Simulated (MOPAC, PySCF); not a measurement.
C3H5N, SMILES `N=C1CC1`, neutral singlet in the gas phase. 

Cartesian coordinates (Å):
SMILES: N=C1CC1
```xyz
9

N      1.8081    -0.0117     0.5565
C      0.6093     0.0300     0.1941
C     -0.6036    -0.6169    -0.3063
C     -0.5421     0.8948     0.0062
H      2.1682    -0.9653     0.4826
H     -0.6451    -0.9142    -1.3490
H     -1.1753    -1.2474     0.3668
H     -1.0749     1.2488     0.8825
H     -0.5446     1.5820    -0.8334
```
Charge 0, multiplicity 1.

All levels are single points at this geometry (PBE0-D4/def2-TZVP); Pople sets use spherical d functions. Orbital energies aren't observables, and empty levels follow the basis.

```tsv
level	HOMO (eV)	LUMO (eV)	gap (eV)	dipole (D)	vertical IE, Delta-SCF (eV)
B3LYP-D3(BJ)/def2-TZVP in PySCF	-6.88	-0.54	6.34	2.33	9.45
PBE-D3(BJ)/def2-TZVP in PySCF	-5.68	-1.38	4.30	2.24	9.23
PBE0-D4/def2-TZVP in PySCF	-7.10	-0.29	6.80	2.33	9.44
BP86/6-31G* in PySCF	-5.43	-1.07	4.36	2.18	–
M06-2X/6-31G* in PySCF	-8.17	1.09	9.26	2.27	–
PBE/6-31G* in PySCF	-5.32	-0.98	4.34	2.16	9.03
HF/3-21G in PySCF	-10.20	4.49	14.69	2.47	–
HF/6-31G* in PySCF	-10.39	4.30	14.69	2.55	8.51
PM7 in MOPAC	-10.38	0.61	10.99	2.45	–
```
